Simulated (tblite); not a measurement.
C4H9B2BrO.
Bonds: Br1–B2, B2–C3, C3–C4, C4–B5, B5–C6, C6–C7, C7–O8, B2–O8. Hydrogens: H9, H10 on C3; H11, H12 on C4; H13 on B5; H14, H15 on C6; H16, H17 on C7.

Computed with GFN2-xTB (tblite), gas phase: L-BFGS steps from a force-field or distance-geometry start until the largest atomic force falls under 0.01 eV/Å.

Step 32: E = -648.7727 eV
```
atom  x, y, z in Å  |  force x, y, z in eV/Å
Br1    -1.0413    2.1438    2.5839    0.005  -0.016   0.006
B2     -0.3805    1.3178    1.0078    0.039   0.048  -0.068
C3     -1.3578    0.8858   -0.1727   -0.002   0.053   0.038
C4     -1.3979   -0.6456   -0.3650    0.004  -0.001  -0.002
B5     -0.0615   -1.4605   -0.5145    0.026  -0.032   0.041
C6      1.3842   -0.9635   -0.1150    0.033   0.015  -0.004
C7      1.6460    0.5424   -0.0586   -0.022   0.059   0.036
O8      0.9354    1.1579    0.9977   -0.007  -0.016   0.054
H9     -1.0367    1.3373   -1.1188    0.034  -0.001   0.041
H10    -2.3735    1.2461    0.0082   -0.055  -0.017  -0.039
H11    -2.0846   -0.8709   -1.1855   -0.002  -0.029  -0.018
H12    -1.8798   -1.0803    0.5204   -0.035  -0.038   0.016
H13    -0.1500   -2.5795   -0.8556   -0.032  -0.010   0.003
H14     1.5839   -1.3711    0.8839   -0.020   0.000   0.011
H15     2.1498   -1.4103   -0.7520   -0.018   0.003  -0.071
H16     2.7043    0.7510    0.1306   -0.010  -0.008  -0.001
H17     1.3530    1.0118   -1.0044    0.062  -0.010  -0.043
```

Step 33: E = -648.7740 eV
```
atom  x, y, z in Å  |  force x, y, z in eV/Å
Br1    -1.0410    2.1512    2.5809    0.009  -0.010   0.012
B2     -0.3803    1.3213    1.0070    0.000   0.015  -0.058
C3     -1.3607    0.8855   -0.1703    0.000   0.054   0.026
C4     -1.3980   -0.6470   -0.3640   -0.011   0.045   0.013
B5     -0.0609   -1.4610   -0.5082    0.016  -0.008   0.005
C6      1.3860   -0.9651   -0.1149    0.033   0.027   0.001
C7      1.6466    0.5408   -0.0564   -0.015   0.054   0.023
O8      0.9347    1.1553    0.9990   -0.007   0.004   0.045
H9     -1.0406    1.3398   -1.1152    0.043  -0.014   0.020
H10    -2.3781    1.2450    0.0069   -0.029  -0.030  -0.015
H11    -2.0803   -0.8707   -1.1891    0.006  -0.034  -0.006
H12    -1.8848   -1.0827    0.5187   -0.031  -0.030   0.004
H13    -0.1500   -2.5764   -0.8559   -0.032  -0.053   0.006
H14     1.5918   -1.3750    0.8811   -0.013  -0.009   0.022
H15     2.1473   -1.4091   -0.7591   -0.015   0.002  -0.065
H16     2.7042    0.7509    0.1329    0.005  -0.014   0.012
H17     1.3570    1.0092   -1.0034    0.042   0.000  -0.044
```

Problem. Estimate the geometry and energy of step 34. (The exact step hangs on the optimiser's Hessian estimate; all steps are aligned on step 33, rigid shifts and turns removed.)

Solution. E = -648.7748 eV, largest force 0.071 eV/Å
```
atom  x, y, z in Å  |  force x, y, z in eV/Å
Br1    -1.0406    2.1537    2.5798    0.010  -0.004   0.015
B2     -0.3801    1.3240    1.0054   -0.028  -0.004  -0.021
C3     -1.3627    0.8862   -0.1687   -0.004   0.030   0.003
C4     -1.3986   -0.6474   -0.3627   -0.012   0.052   0.022
B5     -0.0604   -1.4613   -0.5037   -0.001   0.009  -0.018
C6      1.3878   -0.9655   -0.1148    0.016   0.026   0.001
C7      1.6469    0.5408   -0.0549    0.002   0.029   0.005
O8      0.9340    1.1538    1.0002   -0.005   0.018   0.018
H9     -1.0413    1.3408   -1.1125    0.043  -0.016  -0.002
H10    -2.3816    1.2444    0.0046   -0.009  -0.030   0.001
H11    -2.0778   -0.8715   -1.1911    0.018  -0.027   0.011
H12    -1.8888   -1.0842    0.5184   -0.022  -0.016  -0.013
H13    -0.1505   -2.5748   -0.8562   -0.029  -0.063   0.013
H14     1.5965   -1.3768    0.8800   -0.004  -0.010   0.018
H15     2.1453   -1.4086   -0.7645   -0.015   0.009  -0.049
H16     2.7041    0.7508    0.1346    0.017  -0.011   0.021
H17     1.3608    1.0076   -1.0041    0.024   0.008  -0.027
```

The energy changes by -0.0008 eV. The first-order estimate −F·Δx gives -0.0012 eV and the mean of the old and new forces, exact on a quadratic surface, -0.0008 eV. The step makes an angle of 64° with the force vector and moves no atom by more than 0.006 Å.

The cost below is that of the whole relaxation. Time: 0.6 s of wall time. Hardware: an Arm Neoverse V1 with one thread, no GPU, shared host.
